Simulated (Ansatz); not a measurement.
Br3Sn, doublet, at a GFN2-xTB geometry (such geometries of metal compounds can be far from the true shape) (the spin is typed, not shown lowest) (core potentials on Sn); Ansatz (a first-principles code) with PBE0/def2-SVP.

Input for Ansatz:
Ansatz 0.2 input:
```yaml
crystal:
  periodic: [false, false, false]
  atoms:
    - {symbol: Sn, position_ang: [-0.30559618, 0.27078947, 0.55707516]}
    - {symbol: Br, position_ang: [-1.69678763, -1.64465708, -0.53914098]}
    - {symbol: Br, position_ang: [0.10094843, 2.02068988, -1.33464601]}
    - {symbol: Br, position_ang: [2.03240517, -0.76287491, 1.07796533]}
basis:
  gaussian:
    orbitals: def2-SVP
hamiltonian:
  xc: pbe0
magnetization: {spin_polarized: true, initial_magnetization: 1}
```

**Question.** What does Ansatz print? Leave out banner, timings and long lists.

**Answer.** 
```
Functional definition: PBE0
1251 factors; integrals over basis functions are off by at most 3.4e-4 eV
mean field evaluation 1: about -215922.8262 eV, gradient 1.3e1 eV
mean field evaluation 2: about -215920.8564 eV, gradient 2.2e1 eV
mean field evaluation 4: about -215924.1472 eV, gradient 3.2e-1 eV
mean field evaluation 8: about -215924.1601 eV, gradient 4.5e-2 eV
mean field evaluation 16: about -215924.1601 eV, gradient 4.0e-5 eV
mean field -215924.16007678 eV, -7935.0665241692 hartree, gradient 4.0e-5 eV, S^2 0.756661; 0 other end points of the search recorded, 0 dependent functions left out
reference -215924.16010301 eV, -7935.0665251330 hartree; 64, 63 occupied and 58, 59 virtual orbitals, 1251 factors
Total energy: -215924.16010301 eV, -7935.0665251330 hartree
```
